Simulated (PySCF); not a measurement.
Species: C5H12N2OSi.
SMILES with atom numbers: `[CH3:1][C:2](=[O:3])[NH:4][C@@H:5]1[CH2:6][NH:7][SiH2:8][CH2:9]1`

Geometry (PBE0-D3(BJ)/def2-SVP, Å), atoms numbered from 1 in this order:
```xyz
21
C5H12N2OSi angstrom
C      3.2677   -0.2072   -0.4735
C      2.0280   -0.8429    0.1165
O      2.0689   -1.6889    0.9892
N      0.8533   -0.4203   -0.4249
C     -0.4248   -0.8864    0.0696
C     -1.4919   -0.5648   -0.9758
N     -1.6700    0.8782   -0.9140
Si    -1.4826    1.4923    0.7138
C     -0.8240   -0.1540    1.3678
H      3.4274   -0.5685   -1.5013
H      3.1820    0.8894   -0.5113
H      4.1320   -0.4873    0.1394
H      0.8383    0.3671   -1.0627
H     -0.3387   -1.9690    0.2466
H     -1.1494   -0.8875   -1.9742
H     -2.4123   -1.1386   -0.7454
H     -2.2493    1.2894   -1.6343
H     -2.7531    1.9328    1.3770
H     -0.5355    2.6503    0.7784
H      0.0229   -0.1103    2.0663
H     -1.6397   -0.6973    1.8737
```

NICS is the negative of the GIAO shielding at a point without a nucleus: at the ring centre (0) and 1 Å above and below it (1); zz is the component along the ring normal. Level: GIAO PBE/pcSseg-1 (PySCF, non-relativistic, gas phase) on the PBE0-D3(BJ)/def2-SVP geometry, one conformer.

Ring bond lengths (Å): C5–C6 1.528, C6–N7 1.455, N7–Si8 1.750, Si8–C9 1.890, C9–C5 1.543.

**Question.** What do the NICS probes read (ppm)?

**Answer.** 
| ring | type | NICS(0) | NICS(1), two faces | NICS(1)zz, two faces | rms pucker (Å) | centre to ring atoms, mean (Å) |
| --- | --- | --- | --- | --- | --- | --- |
| C5–C6–N7–Si8–C9 | 5-membered ring with N and Si; formal bonds all single | -6.1 | -2.8 / -4.0 | -4.1 / -6.5 | 0.19 | 1.36 |

**Question.** What do they say, and how far can they be read as aromaticity?

**Answer.** 
- C5–C6–N7–Si8–C9: mean NICS(1)zz -5.3 ppm, shielded. C5, C6, Si8, C9 have four or more neighbours, so the value isn't read as a sign of a π ring current.

**Question.** What is the mean of the two in-plane components of NICS at the second NICS(1) probe listed for ring C5–C6–N7–Si8–C9, 1 Å off the ring?

**Answer.** The isotropic value is a third of the trace: (3 × -4.0 − (-6.5))/2 = -2.8 ppm.

**Question.** List the ring angles.

**Answer.** 
- C5–C6–N7–Si8–C9: C5 107.2°, C6 105.4°, N7 112.0°, Si8 93.1°, C9 102.3°; sum 519.9° against 540° for a flat convex ring.

**Question.** How shielded are the nuclei of the rings and their hydrogens (means over atoms taken as equivalent)?

**Answer.** 
| atoms | environment | σ isotropic (ppm) | principal values of the symmetric part, first atom (ppm) |
| --- | --- | --- | --- |
| C5 | sp3 carbon bound to nitrogen | 127.2 | 110.1, 133.9, 137.6 |
| C6 | sp3 carbon bound to nitrogen | 124.6 | 108.6, 125.6, 139.6 |
| N7 | silicon-bound nitrogen | 238.3 | 186.2, 233.8, 295.0 |
| Si8 | SiH2 silicon | 360.1 | 322.1, 336.8, 421.5 |
| C9 | sp3 carbon bound to silicon | 162.1 | 142.0, 155.1, 189.0 |
| H14 | methine hydrogen | 26.83 | 23.1, 25.6, 31.8 |
| H15 | methylene hydrogen | 28.18 | 24.4, 26.3, 33.9 |
| H16 | methylene hydrogen | 27.95 | 22.8, 26.1, 35.0 |
| H17 | N–H hydrogen | 31.27 | 22.1, 28.3, 43.4 |
| H18 | Si–H hydrogen | 26.21 | 22.7, 23.6, 32.3 |
| H19 | Si–H hydrogen | 26.24 | 22.8, 24.1, 31.8 |
| H20 | methylene hydrogen | 29.52 | 24.7, 29.1, 34.7 |
| H21 | methylene hydrogen | 30.13 | 25.4, 27.0, 38.1 |

**Question.** How do the values depend on the level or the medium?

**Answer.** 
```csv
level,"NICS(0), C5–C6–N7–Si8–C9","mean NICS(1)zz, C5–C6–N7–Si8–C9"
"PBE/pcSseg-1, gas",-6.1,-5.3
"PBE0/pcSseg-1, gas",-6.2,-5.2
```

The geometry is the same throughout.
